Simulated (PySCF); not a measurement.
## Partial charges of `CC(=C=O)C(Cl)Cl`

C4H4Cl2O.
Cartesian coordinates in Å at the GFN2-xTB level; atoms count from 1:
```
atom  x, y, z in Å
C1    -0.9404   -0.9772    0.0056
C2    -0.2068    0.3426   -0.0182
C3    -0.8570    1.4686   -0.0655
O4    -1.4593    2.4601   -0.1080
C5     1.2793    0.3260    0.0164
Cl6    1.8738   -0.4725    1.5057
Cl7    1.9434   -0.5568   -1.3940
H8    -2.0140   -0.8192   -0.0181
H9    -0.6798   -1.5227    0.9110
H10   -0.6462   -1.5728   -0.8568
H11    1.7126    1.3266   -0.0041
```

Density: PBE0/pcSseg-1 (PySCF); schemes: Mulliken, IAO, Hirshfeld and ESP-fitted. Isolated species at its GFN2-xTB geometry (one conformer only).

Task: At which atom do the 4 schemes differ most?

Result: At C5: from -0.540 (ESP-fitted) to +0.039 e (Hirshfeld), 0.579 e apart.

Task: For which atoms does the sign change between the 4 schemes (beyond +0.03 e in one, beyond −0.03 e in another)?

Result: C5. Atomic charges aren't observables, and each scheme defines them in its own way.

Task: Give the atomic charges in each scheme.

Result: In e:

```csv
atom,environment,Mulliken,IAO,Hirshfeld,ESP-fitted
C1,methyl carbon,-0.102,-0.406,-0.116,-0.530
C2,outer carbon of cumulated double bonds,-0.431,-0.208,-0.076,-0.201
C3,central carbon of a ketene,+0.461,+0.446,+0.207,+0.623
O4,oxygen bonded to C,-0.252,-0.269,-0.138,-0.336
C5,CHCl2 carbon,-0.189,-0.080,+0.039,-0.540
Cl6,alkyl chlorine,-0.050,-0.078,-0.051,+0.008
Cl7,alkyl chlorine,-0.050,-0.079,-0.051,+0.009
H8,methyl hydrogen,+0.121,+0.159,+0.053,+0.188
H9,methyl hydrogen,+0.146,+0.163,+0.039,+0.214
H10,methyl hydrogen,+0.146,+0.163,+0.039,+0.212
H11,methine hydrogen,+0.199,+0.189,+0.055,+0.354
```

Mean size of the charges over all atoms: ESP-fitted 0.292 e, IAO 0.204 e, Mulliken 0.195 e, Hirshfeld 0.079 e. Each set sums to the total charge, 0, to within 0.001 e. The IAO scheme projects the occupied orbitals on a minimal set of polarised atomic orbitals and counts the electrons in each atom's part of it. The ESP scheme is a least-squares fit of atom-centred charges to the potential on four shells outside the van der Waals surface, with the total charge fixed.

Task: How many electrons does the Mulliken scheme count on Cl6?

Result: Z − q = 17 − (-0.050) = 17.050.

Task: How closely do the schemes follow one another over all atoms?

Result: Correlation coefficient and root-mean-square difference: IAO with Hirshfeld 0.94, 0.151 e; IAO with ESP-fitted 0.91, 0.168 e; Mulliken with IAO 0.87, 0.120 e; Mulliken with ESP-fitted 0.84, 0.199 e; Mulliken with Hirshfeld 0.83, 0.166 e; Hirshfeld with ESP-fitted 0.76, 0.288 e.
